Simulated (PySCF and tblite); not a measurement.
Values are calculated unless marked as measured or tabulated.
System: C2H4OSSi, numbered as in [CH:1]#[C:2][S@@:3](=[O:4])[SiH3:5].

Motion: pyramidal inversion at S3. GFN2-xTB gives an electronic barrier of 30.8 kcal/mol.

(1) What does PBE0/pcSseg-1 + D3(BJ) give on PBE0-D3(BJ)/def2-SVP geometries?

(2) And the level of the geometries itself, PBE0-D3(BJ)/def2-SVP?

Programs: tblite and PySCF.

Answers

(1) A barrier of 24.5 kcal/mol, 6.3 below the tight-binding barrier (from unrounded values) and, with GFN2-xTB thermal terms, ΔG‡(298 K) = 23.9 kcal/mol and k = 2×10⁻⁵ s⁻¹ (1 equivalent path).

(2) 23.8 kcal/mol.
